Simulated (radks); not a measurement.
Ionisation of neutral gadolinium, [Xe] 4f7 5d1 6s2, to [Xe] 4f7 5d1 6s1 as the strength of local exchange is varied. All-electron calculation, scalar-relativistic Kohn-Sham, Slater X-alpha exchange (alpha = 2/3 is LDA exchange), no correlation, spin-polarised, spherical densities, finite nucleus; open shells are filled with parallel spins first (spin-orbit coupling, left out, can overturn this in heavy ions); Fermi nuclear charge, rms radius 5.1569 fm. Program: a radial shooting solver on a logarithmic mesh with Libxc functionals.

alpha,E(Gd) (hartree),exchange (hartree),IE (eV),-e of the level emptied (eV),<r> of it (bohr)
0.667,-11256.8581,-235.0684,5.027,2.967 (6s),4.256
0.749,-11285.9050,-264.6881,5.335,3.293 (6s),4.176
0.767,-11292.2918,-271.2107,5.404,3.368 (6s),4.158
0.903,-11340.6700,-320.7329,5.955,3.963 (6s),4.026
0.999,-11374.9496,-355.9443,6.369,4.416 (6s),3.935

NIST Atomic Spectra Database: 6.150 eV (measured). The Delta-SCF value meets it near alpha = 0.95. Open shells are spherical and high-spin; term and fine-structure splittings are not resolved. Spin-orbit splitting is averaged out at the scalar-relativistic level.
